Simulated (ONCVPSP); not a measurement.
molybdenum, ONCV: configuration errors across variants

* Element: Mo
* Generator: ONCVPSP 4.0.1
* Type: optimised norm-conserving Vanderbilt (ONCV)
* Functional: LDA (Perdew-Wang 92)
* Relativity: scalar-relativistic
* Frozen core: [Ar] 3d10
* Valence charge: 14
* Reference configuration: 4s2 4p6 4d5 5s1
* Partial waves: 4s+5s: rc 1.65 bohr, ncon 4, nbas 9, qcut 5.8 1/bohr, 2 projectors; 4p: rc 1.25 bohr, ncon 3, nbas 7, qcut 7.8 1/bohr, 2 projectors, debl 1.4 Ha; 4d: rc 2.35 bohr, ncon 5, nbas 10, qcut 6 1/bohr, 2 projectors, debl 3.6 Ha
* Local potential: polynomial inside 1.20 bohr (lpopt 4, dvloc0 0 Ha)
* Core correction: Teter function, fcfact 5.5, rcfact 1.6

In the p channel the program set the typed energies aside and used -1.418, 0.250 Ha.

All-electron excitation energies from the reference (eV): (1) 4s2 4p6 4d5 5s0 7.178; (2) 4s2 4p6 4d4 5s0 22.879; (3) 4s2 4p6 4d3 5s0 49.841; (4) 4s2 4p6 4d5.5 5s0.5 0.308.

1 further variants failed, have other tests or too few solved ones, and are left out.

Errors AE − PS in meV (a dash: test not solved or not reliable):

| change | (1) | (2) | (3) | (4) | bound ghosts | GHOST(+) flags above zero |
| --- | --- | --- | --- | --- | --- | --- |
| base | -1.8 | -2.0 | +19 | -0.9 | none | none |
| s: qcut 5; p: qcut 6.7; d: qcut 5.2 | -1.6 | -2.4 | +35 | -0.5 | none | none |
| d: qcut 5.3 | -1.3 | -2.2 | +32 | -0.4 | none | none |
| local potential polynomial inside 1.05 bohr (lpopt 5, dvloc0 4 Ha) | -1.8 | -1.8 | +20 | -0.8 | none | s |
| p: nproj 1 | -1.8 | -1.8 | +21 | -0.9 | none | none |

Q: Give the same row for: core correction Teter function, fcfact 5.5, rcfact 1.64.

A: -1.9, -2.1, +18, -0.9; bound ghosts: none; GHOST(+) flags above zero: none.
